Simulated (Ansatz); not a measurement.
`COB[SiH3]` + H–F → `FB[SiH3]` + CH₃OH at 600 K and 1 bar (ligand exchange at a B–O bond).

Calculated with Ansatz (gas phase, PBE0-D4/def2-TZVP geometries, no zero-point term in ΔE). CCSD(T)/CBS adds triple-zeta CCSD(T) − MP2 to the extrapolated MP2 energy (def2 sets, frozen cores). This one scheme is used for every species. One conformer a species, not always the lowest.

```json
{"species": "`COB[SiH3]`", "CCSD(T)/CBS energy (Eh)": "-431.31805", "H − E (kJ/mol)": "268.8", "S (J/(mol·K))": "421.8"}
{"species": "H–F", "CCSD(T)/CBS energy (Eh)": "-100.39570", "H − E (kJ/mol)": "42.3", "S (J/(mol·K))": "194.0"}
{"species": "`FB[SiH3]`", "CCSD(T)/CBS energy (Eh)": "-416.08982", "H − E (kJ/mol)": "146.0", "S (J/(mol·K))": "360.6"}
{"species": "CH₃OH", "CCSD(T)/CBS energy (Eh)": "-115.61712", "H − E (kJ/mol)": "163.6", "S (J/(mol·K))": "277.3"}
```

H − E and S are ideal-gas, rigid-rotor, harmonic terms from PBE0-D4/def2-TZVP, for one conformer and one mirror image of each species. 1 Eh = 2625.50 kJ/mol, R = 8.31446 J/(mol·K).

Q: By hand: ΔE, ΔH, ΔS and ΔG.

A: ΔE = (-416.08982) + (-115.61712) − (-431.31805) − (-100.39570) = 0.00681 Eh = 17.9 kJ/mol. Δ(H − E) = 146.0 + 163.6 − 268.8 − 42.3 = -1.5, so ΔH = 16.4 kJ/mol. ΔS = 360.6 + 277.3 − 421.8 − 194.0 = 22.1 J/(mol·K). ΔG = 16.4 − 600 × (22.1)/1000 = 3.1 kJ/mol.

Q: By hand: the equilibrium constant, and the temperature at which ΔG would vanish if ΔH and ΔS stayed fixed.

A: log₁₀ K = −ΔG/(RT ln 10) = -0.3. ΔG = 0 at ΔH/ΔS = 742 K.

TΔS isn't small against ΔH here. The sign of ΔG lies within the doubt. A doubt of 5 kJ/mol in ΔE shifts log₁₀ K by 0.4 here. Other conformers and mirror images would add mixing entropy, several J/(mol·K) or more a flexible species. Modes under 60 cm⁻¹, often nearly free rotors, make the harmonic entropy too high. These are equilibria of isolated gas molecules and say nothing of rates. Largest T1 diagnostic: 0.014 (customary marks: 0.02 for closed shells, 0.045 for open ones).
